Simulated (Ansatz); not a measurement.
Ansatz (an electronic-structure program) job for C4H4BF, SMILES C1B(C=CC=1)F, PBE-D3(BJ)/def2-SVP. 

Ansatz 0.2 input:
```yaml
crystal:
  periodic: [false, false, false]
  atoms:
    - {symbol: F, position_ang: [0.00000000, 0.00000000, 2.11910089]}
    - {symbol: B, position_ang: [0.00000000, 0.00000000, 0.79638693]}
    - {symbol: C, position_ang: [0.00000000, 1.26963976, -0.14983479]}
    - {symbol: C, position_ang: [0.00000000, 0.75726771, -1.39563931]}
    - {symbol: C, position_ang: [0.00000000, -0.75726771, -1.39563931]}
    - {symbol: C, position_ang: [0.00000000, -1.26963977, -0.14983479]}
    - {symbol: H, position_ang: [0.00000000, 2.33670988, 0.07636717]}
    - {symbol: H, position_ang: [0.00000000, 1.32674771, -2.33044388]}
    - {symbol: H, position_ang: [0.00000000, -1.32674771, -2.33044388]}
    - {symbol: H, position_ang: [0.00000000, -2.33670987, 0.07636718]}
basis:
  gaussian:
    orbitals: def2-SVP
hamiltonian:
  xc: pbe
  dispersion: d3bj
relax: {f_tol: 0.002, max_steps: 200}
```

Output:

```
WARN ansatz: RAYON_NUM_THREADS=2 ignored (pool sized by the plan → 2); use --threads N
Functional definition: PBE
integrals: 0.04 GiB planned
1166 factors; their error is unknown
mean field: 0.29 GiB planned
mean field evaluation 1: about -7582.3165 eV, gradient 5.9e1 eV
mean field evaluation 2: about -7574.4821 eV, gradient 8.1e1 eV
mean field evaluation 4: about -7591.6468 eV, gradient 6.4e0 eV
mean field evaluation 8: about -7591.6450 eV, gradient 3.2e-1 eV
mean field evaluation 16: about -7591.6452 eV, gradient 5.7e-5 eV
mean field -7591.64522383 eV, -278.9878161737 hartree, gradient 5.7e-5 eV, S^2 0.000000; 0 other end points of the search recorded, 0 dependent functions left out
the calculation of the forces begins
reference -7591.64525464 eV, -278.9878173062 hartree; 21, 21 occupied and 83, 83 virtual orbitals, 1166 factors
relax step   1: F+E_penalty+E_count = -7591.86263708 eV  Δ(F+E_penalty+E_count) = +0.000e0 eV  max|allowed force component| = 3.764e-1 eV/Å  Δτ_max = 0.0000 Å  (28 SCF iters, accepted)
these checks for a lower state are left out or cut short: starts, cluster_reference, orbital_swaps, neighbouring_geometries, increment
integrals: 0.04 GiB planned
1166 factors; their error is unknown
mean field: 0.29 GiB planned
mean field -7591.65614253 eV, -278.9882174286 hartree, gradient 1.4e-5 eV, S^2 0.000000; 0 other end points of the search recorded, 0 dependent functions left out
the calculation of the forces begins
reference -7591.65617349 eV, -278.9882185664 hartree; 21, 21 occupied and 83, 83 virtual orbitals, 1166 factors
relax step   2: F+E_penalty+E_count = -7591.87312279 eV  Δ(F+E_penalty+E_count) = -1.049e-2 eV  max|allowed force component| = 1.639e-1 eV/Å  Δτ_max = 0.0114 Å  (34 SCF iters, accepted)
these checks for a lower state are left out or cut short: starts, cluster_reference, orbital_swaps, neighbouring_geometries, increment
integrals: 0.04 GiB planned
1166 factors; their error is unknown
mean field: 0.29 GiB planned
mean field evaluation 32: about -7591.6573 eV, gradient 1.4e-5 eV
mean field -7591.65727973 eV, -278.9882592200 hartree, gradient 1.4e-5 eV, S^2 0.000000; 0 other end points of the search recorded, 0 dependent functions left out
the calculation of the forces begins
reference -7591.65731074 eV, -278.9882603596 hartree; 21, 21 occupied and 83, 83 virtual orbitals, 1166 factors
relax step   3: F+E_penalty+E_count = -7591.87409357 eV  Δ(F+E_penalty+E_count) = -9.708e-4 eV  max|allowed force component| = 2.213e-2 eV/Å  Δτ_max = 0.0041 Å  (35 SCF iters, accepted)
these checks for a lower state are left out or cut short: starts, cluster_reference, orbital_swaps, neighbouring_geometries, increment
integrals: 0.04 GiB planned
1166 factors; their error is unknown
mean field: 0.29 GiB planned
mean field -7591.65728642 eV, -278.9882594658 hartree, gradient 3.7e-5 eV, S^2 0.000000; 0 other end points of the search recorded, 0 dependent functions left out
the calculation of the forces begins
reference -7591.65731743 eV, -278.9882606054 hartree; 21, 21 occupied and 83, 83 virtual orbitals, 1166 factors
relax step   4: F+E_penalty+E_count = -7591.87409955 eV  Δ(F+E_penalty+E_count) = -5.983e-6 eV  max|allowed force component| = 3.826e-3 eV/Å  Δτ_max = 0.0002 Å  (22 SCF iters, accepted)
these checks for a lower state are left out or cut short: starts, cluster_reference, orbital_swaps, neighbouring_geometries, increment
integrals: 0.04 GiB planned
1166 factors; their error is unknown
mean field: 0.29 GiB planned
mean field -7591.65728511 eV, -278.9882594176 hartree, gradient 1.8e-5 eV, S^2 0.000000; 0 other end points of the search recorded, 0 dependent functions left out
the calculation of the forces begins
reference -7591.65731612 eV, -278.9882605572 hartree; 21, 21 occupied and 83, 83 virtual orbitals, 1166 factors
relax step   5: F+E_penalty+E_count = -7591.87410006 eV  Δ(F+E_penalty+E_count) = -5.146e-7 eV  max|allowed force component| = 3.979e-4 eV/Å  Δτ_max = 0.0001 Å  (21 SCF iters, accepted)
integrals: 0.04 GiB planned
1166 factors; their error is unknown
mean field: 0.29 GiB planned
mean field evaluation 64: about -7591.6573 eV, gradient 2.1e-5 eV
mean field -7591.65728511 eV, -278.9882594176 hartree, gradient 2.1e-5 eV, S^2 0.000000; 1 other end points of the search recorded, 0 dependent functions left out
the calculation of the forces begins
reference -7591.65731612 eV, -278.9882605572 hartree; 21, 21 occupied and 83, 83 virtual orbitals, 1166 factors
Total energy: -7591.87413107 eV, -278.9962283599 hartree
Atom 0 at    -0.000000    -0.000000     2.129795 Å, force    -0.000000    -0.000000    -0.000380 eV/Å
Atom 1 at     0.000000     0.000000     0.798292 Å, force     0.000000     0.000000     0.000391 eV/Å
Atom 2 at     0.000000     1.276484    -0.145817 Å, force     0.000000    -0.000050     0.000216 eV/Å
Atom 3 at     0.000000     0.757742    -1.398651 Å, force    -0.000000    -0.000398    -0.000173 eV/Å
Atom 4 at     0.000000    -0.757742    -1.398651 Å, force     0.000000     0.000398    -0.000173 eV/Å
Atom 5 at     0.000000    -1.276484    -0.145817 Å, force    -0.000000     0.000050     0.000216 eV/Å
Atom 6 at    -0.000000     2.351342     0.080447 Å, force    -0.000000    -0.000018    -0.000231 eV/Å
Atom 7 at    -0.000000     1.329724    -2.341829 Å, force    -0.000000     0.000197     0.000182 eV/Å
Atom 8 at    -0.000000    -1.329724    -2.341829 Å, force    -0.000000    -0.000197     0.000182 eV/Å
Atom 9 at     0.000000    -2.351342     0.080447 Å, force    -0.000000     0.000018    -0.000231 eV/Å
Dipole moment:     0.000000    -0.000000    -0.302734 e Å
```

The calculation finished and met its thresholds.

Cost: around 18 core-seconds (rough).
